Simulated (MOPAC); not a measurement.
A run for MOPAC: AM1 on AsH3 (SMILES [AsH3]), a point of a bond scan (R = 2.288 Å).

```
AM1 1SCF PRECISE CHARGE=0 THREADS=1
AsH3

As     0.00042674 1     0.00037277 1     0.07075147 1
H     -0.42231266 1     1.84832750 1    -1.21004327 1
H     -0.93712035 1    -0.86192286 1    -0.76812259 1
H      1.20443737 1    -0.38272110 1    -0.78356432 1
```

The log:

```
*******************************************************************************
 **                                                                           **
 **                              MOPAC v23.2.5                                **
 **                                                                           **
 *******************************************************************************
 ** MOPAC's Digital Object Identifier: https://doi.org/10.5281/zenodo.6511958 **
 **                                                                           **
 ** Please cite the open-source release paper for use of this MOPAC version:  **
 ** J. E. Moussa and J. J. P. Stewart (2026)                                  **
 ** MOPAC: An open-source semiempirical molecular orbital program             **
 ** J. Open Source Softw., 11(119), 8025, https://doi.org/10.21105/joss.08025 **
 *******************************************************************************

                              AM1 CALCULATION RESULTS

 *******************************************************************************
 *  AM1        - The AM1 Hamiltonian to be used
 *
 *
 *
 *                 CHARGE ON SYSTEM = 0
 *
 *
 *
 *  PRECISE    - TIGHTER CRITERIA TO BE USED
 *  1SCF       - DO 1 SCF AND THEN STOP
 *  THREADS=1  - MULTI-THREADING NOT USED
 *  T=         - A TIME OF 172800.0 SECONDS REQUESTED
 *  DUMP=N     - RESTART FILE WRITTEN EVERY 7200.0 SECONDS REQUESTED
 *******************************************************************************
AM1 1SCF PRECISE CHARGE=0 THREADS=1
 AsH3

   ATOM   CHEMICAL          X               Y               Z
  NUMBER   SYMBOL      (ANGSTROMS)     (ANGSTROMS)     (ANGSTROMS)

     1      As          0.00042674  *   0.00037277  *   0.07075147  *
     2       H         -0.42231266  *   1.84832750  *  -1.21004327  *
     3       H         -0.93712035  *  -0.86192286  *  -0.76812259  *
     4       H          1.20443737  *  -0.38272110  *  -0.78356432  *



          CARTESIAN COORDINATES

    NO.       ATOM           X           Y           Z

     1        As          0.0004      0.0004      0.0708
     2         H         -0.4223      1.8483     -1.2100
     3         H         -0.9371     -0.8619     -0.7681
     4         H          1.2044     -0.3827     -0.7836

  H: (AM1): M.J.S. DEWAR ET AL, J. AM. CHEM. SOC. 107 3902-3909 (1985)
 As: (AM1): J. J. P. STEWART, J. MOL. MOD., 10, 155-164 (2004)

           Empirical Formula: H3 As  =     4 atoms



      MOLECULAR POINT GROUP   :   Cs


      RHF CALCULATION, NO. OF DOUBLY OCCUPIED LEVELS = 4


 -------------------------------------------------------------------------------
 AM1 1SCF PRECISE CHARGE=0 THREADS=1
 AsH3



     1SCF WAS SPECIFIED, SO BFGS WAS NOT USED
     SCF FIELD WAS ACHIEVED


                              AM1 CALCULATION
                                                       MOPAC v23.2.5 Linux




          FINAL HEAT OF FORMATION =         61.99032 KCAL/MOL =     259.36750 KJ/MOL


          COSMO AREA              =         73.55 SQUARE ANGSTROMS
          COSMO VOLUME            =         55.16 CUBIC ANGSTROMS

          IONIZATION POTENTIAL    =          9.624567 EV
          HOMO LUMO ENERGIES (EV) =         -9.625 -0.604
          NO. OF FILLED LEVELS    =          4
          MOLECULAR WEIGHT        =         77.9453         POINT GROUP:  Cs

          MOLECULAR DIMENSIONS (Angstroms)

            Atom       Atom       Distance
            H     3    H     2     2.79388
            H     4    H     2     2.01823
            H     2   As     1     0.94205


          SCF CALCULATIONS        =          1





   ATOM   CHEMICAL          X               Y               Z
  NUMBER   SYMBOL      (ANGSTROMS)     (ANGSTROMS)     (ANGSTROMS)

     1      As          0.00042674  *   0.00037277  *   0.07075147  *
     2       H         -0.42231266  *   1.84832750  *  -1.21004327  *
     3       H         -0.93712035  *  -0.86192286  *  -0.76812259  *
     4       H          1.20443737  *  -0.38272110  *  -0.78356432  *

                             CARTESIAN COORDINATES

   1   As        0.000426740     0.000372770     0.070751470
   2    H       -0.422312660     1.848327500    -1.210043270
   3    H       -0.937120350    -0.861922860    -0.768122590
   4    H        1.204437370    -0.382721100    -0.783564320


           Empirical Formula: H3 As  =     4 atoms



      MOLECULAR POINT GROUP   :   Cs


                  EIGENVALUES
 -19.15322 -12.39389 -11.18416  -9.62457  -0.60415   1.42904   1.57377


              NET ATOMIC CHARGES AND DIPOLE CONTRIBUTIONS

  ATOM NO.   TYPE          CHARGE      No. of ELECS.   s-Pop       p-Pop
    1         As           0.256067        4.7439     1.88923     2.85470
    2          H          -0.042696        1.0427     1.04270
    3          H          -0.106685        1.1067     1.10669
    4          H          -0.106685        1.1067     1.10669
 DIPOLE           X         Y         Z       TOTAL
 POINT-CHG.    -0.050     0.259     1.130     1.161
 HYBRID         0.114    -0.570    -1.936     2.021
 SUM            0.064    -0.311    -0.805     0.866


          ATOMIC ORBITAL ELECTRON POPULATIONS

     Atom    s        px        py        pz
    1 As   1.88923   0.90081   0.92903   1.02486
    2  H   1.04270
    3  H   1.10669
    4  H   1.10669

 **********************
 *                    *
 * JOB ENDED NORMALLY *
 *                    *
 **********************




 == MOPAC DONE ==
```

The run finished.

Cost: around 0.020 core-seconds (rough).
